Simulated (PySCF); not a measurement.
## Two-photon absorption: `C=C=C=Cc1ncncn1`, C7H5N3

Geometry:
```json
{"atom": "C1", "x (Å)": "3.897", "y (Å)": "0.357", "z (Å)": "0.089"}
{"atom": "C2", "x (Å)": "2.706", "y (Å)": "-0.188", "z (Å)": "0.071"}
{"atom": "C3", "x (Å)": "1.573", "y (Å)": "-0.727", "z (Å)": "0.054"}
{"atom": "C4", "x (Å)": "0.366", "y (Å)": "-1.266", "z (Å)": "0.037"}
{"atom": "C5", "x (Å)": "-0.841", "y (Å)": "-0.475", "z (Å)": "0.050"}
{"atom": "N6", "x (Å)": "-0.752", "y (Å)": "0.860", "z (Å)": "0.081"}
{"atom": "C7", "x (Å)": "-1.901", "y (Å)": "1.499", "z (Å)": "0.091"}
{"atom": "N8", "x (Å)": "-3.101", "y (Å)": "0.938", "z (Å)": "0.070"}
{"atom": "C9", "x (Å)": "-3.083", "y (Å)": "-0.386", "z (Å)": "0.039"}
{"atom": "N10", "x (Å)": "-2.004", "y (Å)": "-1.138", "z (Å)": "0.029"}
{"atom": "H11", "x (Å)": "4.019", "y (Å)": "1.428", "z (Å)": "0.114"}
{"atom": "H12", "x (Å)": "4.792", "y (Å)": "-0.243", "z (Å)": "0.080"}
{"atom": "H13", "x (Å)": "0.227", "y (Å)": "-2.338", "z (Å)": "0.011"}
{"atom": "H14", "x (Å)": "-1.863", "y (Å)": "2.582", "z (Å)": "0.119"}
{"atom": "H15", "x (Å)": "-4.040", "y (Å)": "-0.894", "z (Å)": "0.021"}
```

Theory: PySCF 2.14.0, TDDFT B3LYP/def2-SVPD excited states, vertical, gas phase. Geometry: GFN2-xTB.

Task: Give the one- and two-photon strengths of the lowest singlets.

Result: δ for parallel linear polarisation; σ at the peak of a Lorentzian of half width 0.1 eV, single beam; Ω is circular over linear.
| state | E (eV) | f | photon λ (nm) | δ (au) | σ (GM) | Ω | main |
| --- | --- | --- | --- | --- | --- | --- | --- |
| S1 | 3.37 | 0.000 | 736 | 0.21 | 0.00 | 1.50 | HOMO−1→LUMO 0.87, HOMO−3→LUMO 0.12 |
| S2 | 3.63 | 0.000 | 682 | 1 | 0.01 | 1.50 | HOMO−3→LUMO 0.64, HOMO−2→LUMO 0.23 |
| S3 | 3.78 | 0.002 | 656 | 11 | 0.06 | 1.50 | HOMO−2→LUMO 0.74, HOMO−3→LUMO 0.23 |
| S4 | 4.25 | 0.712 | 584 | 246 | 1.62 | 0.79 | HOMO→LUMO 0.95 |
| S5 | 4.53 | 0.005 | 548 | 1.32 | 0.01 | 1.50 | HOMO−1→LUMO+1 0.88 |

Among these, the strongest one-photon state is S4, the strongest two-photon state S4, with a dipole change of 1.9 D (relaxed, norm of the difference vector).
